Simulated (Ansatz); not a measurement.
Program: Ansatz. Geometries: PBE0-D4/def2-TZVP. ΔE: electronic, gas phase. CCSD(T)/CBS adds triple-zeta CCSD(T) − MP2 to the extrapolated MP2 energy (def2 sets, frozen cores). This one scheme is used for every species, atoms too. For atomizations the MP2-based limit and the directly extrapolated one differ by several kJ/mol either way, and by 10 to 25 for some Ge, Se and Sn compounds, so smaller differences from it don't rank the levels. DFT in def2-TZVPP. B3LYP here is the variant with VWN-RPA as its local correlation; programs differ in this. No spin–orbit coupling; open shells (•) take unrestricted orbitals. Spin–orbit coupling would lower the free atoms: a little for F, Si. One conformer a species, not always the lowest.

`F[SiH](F)[SiH](F)F` → 4 F• + 2 H• + 2 Si•  (atomization)

`F[SiH](F)[SiH](F)F`:

Z-matrix (Å, degrees):
```
Si
F 1 1.591
Si 1 2.360 2 108.1
F 1 1.588 2 107.9 3 -118.1
H 1 1.480 2 107.9 3 125.2
F 3 1.588 1 109.3 2 -69.3
F 3 1.591 1 108.1 2 173.5
H 3 1.480 1 115.3 2 52.8
```

Problem. What is ΔE at CCSD(T)/CBS? (Estimate.)

Solution. Computed: +3226.1 kJ/mol.

Problem. What do these levels give: PBE-D4, r2SCAN-D4, PBE0-D4, B3LYP-D4, ωB97X-V, ωB97M-V, B2PLYP, MP2/def2-TZVPP, SCS-MP2/def2-TZVPP, SCS-MP2/def2-QZVPP, HF/CBS(def2), MP2/CBS(def2)? (An estimate is asked.)

Solution. The calculation gave: PBE-D4 3218.0, r2SCAN-D4 3201.7, PBE0-D4 3140.7, B3LYP-D4 3168.9, ωB97X-V 3213.9, ωB97M-V 3196.8, B2PLYP 3164.3, MP2/def2-TZVPP 3243.7, SCS-MP2/def2-TZVPP 3187.4, SCS-MP2/def2-QZVPP 3258.1, HF/CBS(def2) 2424.2, MP2/CBS(def2) 3350.5 kJ/mol.

Largest T1 diagnostic among the species: 0.013.

In def2-TZVPP, CCSD(T) changes the Hartree–Fock value by +713.1 kJ/mol (the triples alone add +45.1 kJ/mol) and MP2 by +837.6 kJ/mol; breaking electron pairs costs correlation energy, which Hartree–Fock lacks. The D4 term adds +28.4 kJ/mol with B3LYP and +14.9 kJ/mol with PBE0; it sums over pairs of atoms, weighted by their polarisabilities, and B3LYP, whose exchange is more repulsive, gets the larger term. From PBE to PBE0 (25 % exact exchange), in def2-TZVPP and without D4, ΔE moves by −74.7 kJ/mol: exact exchange takes away binding that semilocal exchange gives to molecules.
